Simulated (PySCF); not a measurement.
PySCF input file for HS₂, SMILES [S]S (connectivity only; charge and spin as stated), charge -1, multiplicity 1, B3LYP-D3(BJ)/def2-TZVPD. Coordinates come from a B3LYP-D3(BJ)/def2-TZVPD optimisation. The spin state was assumed, not searched. The isomer is the one that the SMILES or the coordinates give; other isomers of the formula were not compared.

```python
import numpy as np
from pyscf import gto, scf, dft
from pyscf.hessian import thermo

mol = gto.M(
    atom='''
    S     0.01266042    1.09311049    0.00000000
    S    -0.08882909   -1.00826391    0.00000000
    H     1.21869866   -1.35754522    0.00000000
    ''',
    basis='def2-TZVPD',
    charge=-1,
    spin=0,
    max_memory=1600,
    verbose=3,
)
mf = dft.RKS(mol, xc='b3lyp').density_fit(auxbasis='def2-universal-jkfit')
mf.disp = 'd3bj'
mf.grids.level = 3
mf.conv_tol = 1e-11
mf.max_cycle = 100
mf.kernel()

# [left out here: the lines that compute and print the analytic Hessian (its translational invariance restored by hand, since the grid's response is missing), thermochemistry and intensities]
```

It prints:

```
converged SCF energy = -797.099314818677

WARN: DFTD3 does not support analytical Hessian, using finite difference


WARN: Mole.unit (angstrom) is changed to Bohr

Mode                                 0                   1                   2
Irrep
Freq [cm^-1]                      461.9969            823.5569           2536.0469
Reduced mass [au]                  31.8755              1.0551              1.0397
Force const [Dyne/A]                4.0085              0.4216              3.9400
Char temp [K]                     664.7107           1184.9150           3648.8069
Normal mode                   x     y     z       x     y     z       x     y     z
       0   S                 0.01  0.12  0.00    0.02 -0.02 -0.00    0.00  0.00  0.00
       1   S                -0.01 -0.12  0.00   -0.03 -0.01 -0.00   -0.03  0.01 -0.00
       2   H                 0.01 -0.00 -0.00    0.20  0.95 -0.00    0.96 -0.22  0.00
temperature 298.1500 [K]
pressure 101325.00 [Pa]
Rotational constants [GHz] 298.47100 6.94495 6.78703
Symmetry number 1
Zero-point energy (ZPE) 0.00871 [Eh]   22858.249 [J/mol]
                           tot       elec      trans        rot        vib
Entropy [J/mol/K]       251.258      0.000    160.832     86.454      3.972
Cv [J/mol/K]             33.096      0.000     12.472     12.472      8.152
Cp [J/mol/K]             41.410      0.000     20.786     12.472      8.152
Internal energy [J/mol]                      3718.434   3718.434  23713.387
Internal energy [Eh]   -797.08745  -797.09931
Enthalpy [J/mol]                             6197.391   3718.434  23713.387
Enthalpy [Eh]          -797.08651
Gibbs free energy [J/mol]                  -41754.676 -22057.695  22529.033
Gibbs free energy [Eh] -797.11504
static polarisability / bohr^3: [[60.384 -0.169  0.   ]
 [-0.148 89.24   0.   ]
 [ 0.    -0.    67.603]]
largest difference of analytic and finite-field dipole derivatives / e: 0.00159846556438481
mode   freq/cm-1   IR/(km/mol)   Raman/(A^4/amu)   depolarisation
   1      462.00         6.516             5.271            0.738
   2      823.56        25.222            12.791            0.591
   3     2536.05        91.020           347.697            0.379
max |gradient| / (hartree/bohr): 8.47960481018249e-05
APT charges: [-0.7082 -0.1861 -0.1057]
```

Self-consistency was reached.

Cost: very roughly 50 core-seconds.
